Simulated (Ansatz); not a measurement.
A nudged elastic band was laid between two geometries of ClF2HSi + H2O (8 atoms, charge 0, multiplicity 1).

All numbers below come from Ansatz 0.2.0, UKS B3LYP-D4/cc-pVDZ.

```yaml
movable_images: 5
climbing_image: yes
spring: 5.0 eV/Å²
optimiser: quadratic models (default)
start_path: through a guess of the saddle point
force_threshold: 0.05 eV/Å
iteration_limit: 60
end_points: relaxed
```

First end point:

```xyz
8
Properties=species:S:1:pos:R:3
Si -0.359 -0.755 -0.530
Cl 1.692 -0.743 -0.863
F -0.845 -2.182 -1.175
F -0.682 -0.957 1.066
H -1.141 0.281 -1.214
H 1.133 1.647 0.570
O 0.175 1.500 0.616
H 0.027 1.209 1.530
```

Last end point:

```xyz
8
Properties=species:S:1:pos:R:3
Si -0.940 -0.556 -0.132
Cl 2.583 1.703 -0.976
F -0.864 -2.173 0.071
F -2.353 -0.091 0.539
H -0.869 -0.187 -1.551
H 1.691 1.101 -0.228
O 0.332 0.177 0.661
H 0.419 0.027 1.615
```

Q: What changes between the two ends?

A: Bonds broken: Si1–Cl2, H6–O7. Bonds formed: Si1–O7, Cl2–H6. ClF2HSi + H2O becomes ClH + F2H2OSi.

Q: What energy profile does the band end with?

A: It converged. The highest image is number 2 of 0 to 6, 0.79 eV above the first end and 0.84 eV above the last; the last end lies 0.05 eV below the first. A vibrational analysis at the climbing image gives one clearly imaginary mode, 467i cm⁻¹: a first-order saddle point. The orbitals stay closed-shell, which can raise the energy where a bond breaks towards radicals; this wasn't checked here.

| image | path coordinate (Å) | energy (eV) | Si1–Cl2 (Å) | H6–O7 (Å) | Si1–O7 (Å) |
| --- | --- | --- | --- | --- | --- |
| 0 | 0.00 | 0.00 | 2.08 | 0.97 | 2.59 |
| 1 | 1.35 | 0.47 | 2.18 | 0.98 | 2.10 |
| 2 | 2.70 | 0.79 | 2.58 | 1.12 | 1.80 |
| 3 | 3.43 | 0.13 | 3.15 | 1.67 | 1.69 |
| 4 | 4.17 | -0.03 | 3.79 | 1.89 | 1.67 |
| 5 | 4.90 | -0.05 | 4.12 | 1.87 | 1.67 |
| 6 | 5.64 | -0.05 | 4.27 | 1.87 | 1.67 |

Q: What is the geometry of the highest image?

A: 
```xyz
8
Properties=species:S:1:pos:R:3
Si -0.573 -0.364 -0.282
Cl 1.660 0.269 -1.414
F 0.008 -1.880 -0.158
F -1.827 -0.443 0.789
H -1.193 0.117 -1.518
H 1.264 0.805 0.122
O 0.334 0.806 0.747
H 0.327 0.688 1.714
```

Q: What are the harmonic wavenumbers there?

A: 467i, 114, 192, 281, 303, 364, 439, 529, 679, 751, 813, 872, 894, 997, 1074, 1902, 2352, 3718 cm⁻¹.

Run time: 4.6 min on 2 threads of Arm Neoverse V2 (shared host), peak memory 0.29 GiB.
